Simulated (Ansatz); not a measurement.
Input file for `C=C=[N][AlH2]`:

```yaml
crystal:
  periodic: [false, false, false]
  atoms:
    - {symbol: C, position_ang: [-0.215734, 2.071919, 0.367363]}
    - {symbol: C, position_ang: [-0.074922, 0.786082, 0.136231]}
    - {symbol: N, position_ang: [0.053251, -0.384475, -0.074254]}
    - {symbol: Al, position_ang: [0.241834, -2.114336, -0.386352]}
    - {symbol: H, position_ang: [-0.544041, 2.731278, -0.423366]}
    - {symbol: H, position_ang: [-0.003523, 2.472131, 1.348470]}
    - {symbol: H, position_ang: [-0.089742, -2.613967, -1.843439]}
    - {symbol: H, position_ang: [0.725077, -3.005933, 0.819548]}
basis:
  gaussian: {orbitals: def2-TZVPP}
correlation: {method: ccsd_t}
output: {orbitals: {seedname: orbitals}}
```

```sh
$ ansatz run in.yaml --threads 2 --pin off --events-out ev --progress --plain --max-ram 4352MiB
```

Output of Ansatz, abridged:

```
Functional definition: HF
1135 factors; integrals over basis functions are off by at most 1.2e-3 eV
mean field evaluation 1: about -10186.7766 eV, gradient 3.4e1 eV
mean field evaluation 2: about -10186.9830 eV, gradient 3.4e1 eV
mean field evaluation 4: about -10189.9138 eV, gradient 4.4e0 eV
mean field evaluation 8: about -10189.9841 eV, gradient 3.9e-1 eV
mean field evaluation 16: about -10189.9860 eV, gradient 2.4e-6 eV
mean field -10189.98597480 eV, -374.4750775532 hartree, gradient 2.4e-6 eV, S^2 0.000000; 0 other end points of the search recorded, 0 dependent functions left out
8 core orbitals not correlated: weight in the atoms' cores, before any rotation towards them, 1.000 or more for the frozen orbitals, at most 0.000 for the correlated occupied ones
reference -10189.98597480 eV, -374.4750775532 hartree; 10, 10 occupied and 173, 173 virtual orbitals, 1135 factors
second order -15.86009918 eV of doubles, -0.00000000 eV of singles
cycle   1  -15.98154586 eV  change   -1.2e-1 eV  update   1.0e-1
cycle   2  -16.46299993 eV  change   -4.8e-1 eV  update   3.4e-2
cycle   3  -16.58989746 eV  change   -1.3e-1 eV  update   1.7e-2
cycle   4  -16.58083005 eV  change    9.1e-3 eV  update   5.2e-3
cycle   5  -16.58056494 eV  change    2.7e-4 eV  update   2.5e-3
cycle   6  -16.58144178 eV  change   -8.8e-4 eV  update   1.1e-3
cycle   7  -16.58104084 eV  change    4.0e-4 eV  update   5.0e-4
cycle   8  -16.58095002 eV  change    9.1e-5 eV  update   1.5e-4
cycle   9  -16.58102524 eV  change   -7.5e-5 eV  update   7.1e-5
cycle  10  -16.58101485 eV  change    1.0e-5 eV  update   1.6e-5
perturbative correction -0.78137846 eV, -0.0287151289 hartree
Total energy: -10207.34836811 eV, -375.1131337388 hartree
```

Hardware: 2 threads of an Arm Neoverse V2 on a shared host. Wall time 38 s, peak host memory 2 GiB.

MP2 recovers 91.3 % of the CCSD(T) correlation energy and the triples give 4.5 %; T1 = 0.0147.
